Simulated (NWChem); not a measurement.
System: SnH2F2; SMILES [F][SnH2][F]

All runs: NWChem. The geometry was optimised at PBE0/def2-SVP. def2 effective core potentials on Sn; no spin-orbit coupling. Ions are spin-unrestricted doublets at the neutral geometry; other ion states weren't tried.

For level LRC-wPBEh/def2-SVPD:

```
Quantity                               Value
-------------------------------------  -----
vertical ionisation energy, ΔSCF (eV)  12.48
−ε(HOMO) (eV)                          11.82
```

Problem. What are these values for level r2SCAN/def2-SVPD?

Solution. 
| Quantity | Result |
|---|---|
| vertical ionisation energy, ΔSCF (eV) | 11.99 |
| −ε(HOMO) (eV) | 8.81 |
